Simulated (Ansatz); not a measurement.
Correlation energies of C2H10GeOSi (`CO[SiH](C)[GeH3]`) by basis set

```xyz
15

C    -1.210   -0.464   -1.972
O    -0.678   -0.988   -0.779
Si    0.566   -0.279    0.038
C     0.993   -1.403    1.455
Ge   -0.041    1.902    0.808
H    -1.962   -1.159   -2.347
H    -0.436   -0.343   -2.739
H    -1.688    0.509   -1.808
H     1.734   -0.121   -0.884
H     1.834   -1.000    2.024
H     0.143   -1.514    2.132
H     1.270   -2.393    1.085
H    -0.483    2.828   -0.341
H     1.156    2.581    1.503
H    -1.197    1.843    1.825
```

The species carries charge 0 and has multiplicity 1. Correlated methods include outer-core shells of Ge, which these sets cover unevenly. Scalar relativity is left out up to krypton. The structure was optimised at the PBE0-D4/def2-TZVP level. It is one conformer, not always the lowest. Frozen core, restricted reference, Ansatz 0.2.0.

```json
{"basis": "def2-SVP", "HF (Eh)": "-2520.28347", "MP2 corr.": "?", "CCSD corr.": "?", "(T)": "-0.02329", "CCSD(T) total": "?"}
{"basis": "def2-TZVPP", "HF (Eh)": "-2520.83799", "MP2 corr.": "-0.98050", "CCSD corr.": "-1.03592", "(T)": "-0.03763", "CCSD(T) total": "-2521.91154"}
{"basis": "def2-QZVPP", "HF (Eh)": "?", "MP2 corr.": "?", "CCSD corr.": "–", "(T)": "–", "CCSD(T) total": "–"}
```

(1) Fill in the withheld values. (An estimate is asked.)

Results:

(1) Computed: def2-SVP MP2 corr.: -0.80767; def2-SVP CCSD corr.: -0.86850; def2-SVP CCSD(T) total: -2521.17526; def2-QZVPP HF (Eh): -2520.89696; def2-QZVPP MP2 corr.: -1.29552.
